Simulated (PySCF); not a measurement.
**Electronic absorption of C6H10AlNS**

C6H10AlNS.
SMILES: `CSc1ccc[n+]([AlH3-])c1`

Level of theory: TDDFT B3LYP/def2-SVPD, vertical, gas phase, core orbitals frozen in the response in PySCF. One conformer (not necessarily the lowest) at the PBE0-D3(BJ)/def2-SVP geometry, without solvent, vibrations or thermal averaging. Torsions of this conformer, `[CH3:1][S:2][c:3]1[cH:4][cH:5][cH:6][n+:7]([AlH3-:8])[cH:9]1`: C1–S2–C3–C4 180°.

Problem. What does the calculation give for the low-lying excited states?

Solution. 

| state | E (eV) | λ (nm) | ν̃ (cm⁻¹) | f | \|μ\| (D) | symmetry | main configurations (H = HOMO, L = LUMO) |
| --- | --- | --- | --- | --- | --- | --- | --- |
| S1 | 3.86 | 321.6 | 31100 | 0.032 | 1.48 | A′ | H→L (83%), H-1→L (16%) |
| S2 | 3.94 | 314.6 | 31780 | 0.037 | 1.57 | A′ | H-1→L (79%), H→L (16%) |
| S3 | 3.96 | 312.9 | 31960 | 0.0014 | 0.30 | – | H-2→L (100%) |
| S4 | 4.57 | 271.1 | 36890 | 0.011 | 0.78 | A′ | H→L+1 (96%) |
| S5 | 4.71 | 263.1 | 38010 | 0.0005 | 0.17 | – | H-2→L+1 (100%) |
| S6 | 4.88 | 254.1 | 39350 | 0.231 | 3.54 | A′ | H-1→L+1 (91%) |
| S7 | 5.40 | 229.5 | 43570 | 0.0031 | 0.39 | A″ | H-3→L (96%) |
| S8 | 5.42 | 228.7 | 43720 | 0.0000 | 0.03 | – | H-1→L+2 (91%) |
| S9 | 5.95 | 208.2 | 48030 | 0.133 | 2.42 | A′ | H-4→L (74%), H-5→L+1 (10%) |
| S10 | 5.96 | 208.1 | 48060 | 0.0031 | 0.37 | A″ | H→L+2 (91%) |

Triplets, Tamm–Dancoff:

```json
{"state": "T1", "E (eV)": "3.23", "λ (nm)": "383.4", "main configurations (H = HOMO, L = LUMO)": "H-1→L (87%)"}
{"state": "T2", "E (eV)": "3.63", "λ (nm)": "341.4", "main configurations (H = HOMO, L = LUMO)": "H→L (63%), H-1→L+1 (20%), H-1→L (9%)"}
{"state": "T3", "E (eV)": "3.81", "λ (nm)": "325.2", "main configurations (H = HOMO, L = LUMO)": "H-1→L+1 (69%), H→L (25%)"}
{"state": "T4", "E (eV)": "3.94", "λ (nm)": "315.0", "main configurations (H = HOMO, L = LUMO)": "H-2→L (100%)"}
```

The lowest singlet lies at 3.86 eV (322 nm, ultraviolet) and is of moderate strength; its leading configuration is HOMO→LUMO (83%). The most intense listed level is S6 at 4.88 eV (254 nm, f = 0.231), 1.02 eV above S1. S9/S10 lie within about 0.01 eV of each other. Löwdin shares by element: HOMO hydrogen 55% or more, aluminium 36%; LUMO carbon 48% or more, nitrogen 22% (atoms not listed hold the other 31%). Weighted by f, the mean energy of these states is 5.05 eV. Of the 10 states listed, 5 reach f = 0.01 and 1 stays under 0.0005. Orbital energies (eV): HOMO-3 -8.77, HOMO-2 -7.04, HOMO-1 -6.93, HOMO -6.87, LUMO -2.33, LUMO+1 -1.61, LUMO+2 -0.40. The vertical ionisation energy (ΔSCF) is 8.86 eV, 2.90 eV above S10. Symmetry labels in Cs follow from the direction of the transition dipole and are given only for states with f of 0.002 or more. Only the lowest 10 singlets were computed, as vertical energies without vibronic structure.
